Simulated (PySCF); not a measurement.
F5Sb, charge +1, doublet, geometry from GFN2-xTB (a state made from the parent by changing its charge; the spin is typed, not shown lowest) (all electrons, no relativity); PBE0/STO-3G in PySCF.

The PySCF input:
```python
from pyscf import gto, scf, dft

mol = gto.M(
    atom='''
Sb    0.00964327   -0.00302559   -0.01423230
F     1.00392385   -0.64141033    1.57706820
F    -1.57346652    0.90042129   -0.79329390
F     0.60238923    1.82142470    0.48519056
F     1.08525452   -0.50053220   -1.48642043
F    -1.17274624   -1.56275844    0.29810525
''',
    basis='sto-3g',
    charge=1,
    spin=1,
    verbose=4,
)

mf = dft.UKS(mol)
mf.xc = 'pbe0'
mf.kernel()
```

What the program printed (banner, timings and long lists left out):

```
PySCF version 2.14.0

[INPUT] verbose = 4
[INPUT] num. atoms = 6
[INPUT] num. electrons = 95
[INPUT] charge = 1
[INPUT] spin (= nelec alpha-beta = 2S) = 1
[INPUT] symmetry False subgroup None
[INPUT] Mole.unit = angstrom
[INPUT] Symbol           X                Y                Z      unit          X                Y                Z       unit  Magmom
[INPUT]  1 Sb     0.009643270000  -0.003025590000  -0.014232300000 AA    0.018223139245  -0.005717536465  -0.026895149123 Bohr   0.0
[INPUT]  2 F      1.003923850000  -0.641410330000   1.577068200000 AA    1.897141126419  -1.212089857167   2.980226977761 Bohr   0.0
[INPUT]  3 F     -1.573466520000   0.900421290000  -0.793293900000 AA   -2.973420788972   1.701549634828  -1.499108207288 Bohr   0.0
[INPUT]  4 F      0.602389230000   1.821424700000   0.485190560000 AA    1.138350665088   3.441993839518   0.916877276624 Bohr   0.0
[INPUT]  5 F      1.085254520000  -0.500532200000  -1.486420430000 AA    2.050833818246  -0.945868774526  -2.808927518658 Bohr   0.0
[INPUT]  6 F     -1.172746240000  -1.562758440000   0.298105250000 AA   -2.216169207213  -2.953185450453   0.563337278795 Bohr   0.0

nuclear repulsion = 760.205890784914
number of shells = 26
number of NR pGTOs = 156
number of NR cGTOs = 52
basis = sto-3g
ecp = {}

******** <class 'pyscf.dft.uks.UKS'> ********
method = UKS
initial guess = minao
damping factor = 0
level_shift factor = 0
DIIS = <class 'pyscf.scf.diis.CDIIS'>
diis_start_cycle = 1
diis_space = 8
diis_damp = 0
SCF conv_tol = 1e-09
SCF conv_tol_grad = None
SCF max_cycles = 50
direct_scf = True
direct_scf_tol = 1e-13
number electrons alpha = 48  beta = 47
XC library pyscf.dft.libxc version 7.1.2
    S. Lehtola, C. Steigemann, M. J. T. Oliveira, and M. A. L. Marques,  SoftwareX 7, 1–5 (2018)
XC functionals = pbe0
    C. Adamo and V. Barone,  J. Chem. Phys. 110, 6158 (1999)
    M. Ernzerhof and G. E. Scuseria,  J. Chem. Phys. 110, 5029 (1999)
radial grids:
    Treutler-Ahlrichs [JCP 102, 346 (1995); DOI:10.1063/1.469408] (M4) radial grids

becke partition: Becke, JCP 88, 2547 (1988); DOI:10.1063/1.454033
pruning grids: <function nwchem_prune>
grids dens level: 3
symmetrized grids: False
atomic radii adjust function: <function treutler_atomic_radii_adjust>
small_rho_cutoff = 0
Set gradient conv threshold to 3.16228e-05
tot grids = 93272
init E= -6726.57668478349

cycle= 1 E= -6744.24530115531  delta_E= -17.7  |g|= 0.267  |ddm|= 2.36
cycle= 2 E= -6744.23581819418  delta_E= 0.00948  |g|= 0.311  |ddm|= 1.04
cycle= 3 E= -6744.29182346062  delta_E= -0.056  |g|= 0.161  |ddm|= 0.714
cycle= 4 E= -6744.28271097543  delta_E= 0.00911  |g|= 0.187  |ddm|= 0.629
cycle= 5 E= -6744.31392858025  delta_E= -0.0312  |g|= 0.0334  |ddm|= 0.429
cycle= 6 E= -6744.31495071662  delta_E= -0.00102  |g|= 0.00432  |ddm|= 0.0624
cycle= 7 E= -6744.31495376818  delta_E= -3.05e-06  |g|= 0.00502  |ddm|= 0.0179
cycle= 8 E= -6744.31497636898  delta_E= -2.26e-05  |g|= 0.000673  |ddm|= 0.00994
cycle= 9 E= -6744.31497887691  delta_E= -2.51e-06  |g|= 0.00131  |ddm|= 0.00892
cycle= 10 E= -6744.31498064417  delta_E= -1.77e-06  |g|= 0.000834  |ddm|= 0.0041
cycle= 11 E= -6744.31498186292  delta_E= -1.22e-06  |g|= 0.000746  |ddm|= 0.00551
cycle= 12 E= -6744.3149828649  delta_E= -1e-06  |g|= 0.000533  |ddm|= 0.00428
cycle= 13 E= -6744.31498369818  delta_E= -8.33e-07  |g|= 0.000235  |ddm|= 0.00392
cycle= 14 E= -6744.31498433956  delta_E= -6.41e-07  |g|= 0.000148  |ddm|= 0.0039
cycle= 15 E= -6744.31498596701  delta_E= -1.63e-06  |g|= 0.000241  |ddm|= 0.0117
cycle= 16 E= -6744.31498845754  delta_E= -2.49e-06  |g|= 0.000158  |ddm|= 0.0221
cycle= 17 E= -6744.31498947753  delta_E= -1.02e-06  |g|= 0.000191  |ddm|= 0.0134
cycle= 18 E= -6744.31499007249  delta_E= -5.95e-07  |g|= 7.26e-05  |ddm|= 0.0109
cycle= 19 E= -6744.31499031727  delta_E= -2.45e-07  |g|= 4.84e-05  |ddm|= 0.00679
cycle= 20 E= -6744.3149904554  delta_E= -1.38e-07  |g|= 5.79e-05  |ddm|= 0.00472
cycle= 21 E= -6744.31499053293  delta_E= -7.75e-08  |g|= 4.48e-05  |ddm|= 0.0043
cycle= 22 E= -6744.31499054235  delta_E= -9.42e-09  |g|= 3.7e-05  |ddm|= 0.000437
cycle= 23 E= -6744.31499054544  delta_E= -3.1e-09  |g|= 2.62e-05  |ddm|= 0.00112
cycle= 24 E= -6744.31499064715  delta_E= -1.02e-07  |g|= 1.42e-05  |ddm|= 0.00604
cycle= 25 E= -6744.31499065846  delta_E= -1.13e-08  |g|= 6.88e-06  |ddm|= 0.00198
cycle= 26 E= -6744.31499066013  delta_E= -1.68e-09  |g|= 1.66e-05  |ddm|= 0.000547
cycle= 27 E= -6744.31499065955  delta_E= 5.84e-10  |g|= 7.06e-06  |ddm|= 0.000648
Extra cycle  E= -6744.31499065882  delta_E= 7.29e-10  |g|= 3.16e-05  |ddm|= 7.84e-05
converged SCF energy = -6744.31499065882  <S^2> = 0.7552065  2S+1 = 2.0051997
```
